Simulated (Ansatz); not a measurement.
# Worked example: BH(CH3)(SH) + Cd(CH3)(SH) → BH(SH)2 + Cd(CH3)2

Gas-phase species: BH(CH3)(SH), singlet; Cd(CH3)(SH), singlet; BH(SH)2, singlet; Cd(CH3)2 (dimethylcadmium), singlet. The partners trade CH3 for SH: B–CH3 and Cd–SH bonds give way to B–SH and Cd–CH3.

Shapes, held fixed at every level: PBE0-D4/def2-TZVP. Flexible molecules stand in one conformer, not always the lowest. Programs: Ansatz 0.2.0. Electronic energies: no zero-point or thermal term.

At CCSD(T)/def2-TZVPP; 1 Eh = 2625.50 kJ/mol:

| species | energy (Eh) |
| --- | --- |
| BH(CH3)(SH) | -463.586853 |
| Cd(CH3)(SH) | -605.758548 |
| BH(SH)2 | -822.107616 |
| Cd(CH3)2 | -247.221031 |

Question: Work out ΔE of the reaction at this level.

Answer: 
1. Products less reactants: (-822.107616) + (-247.221031) − [(-463.586853) + (-605.758548)] = 0.016754 Eh = +44.0 kJ/mol.

Other levels give +39.6 (SPW92/def2-TZVPP) to +76.6 kJ/mol (HF/def2-TZVPP). No measured value is set beside it here. For atoms past krypton def2 sets carry core potentials with scalar relativity. Outer-core shells of Cd are correlated, in sets that cover them unevenly.
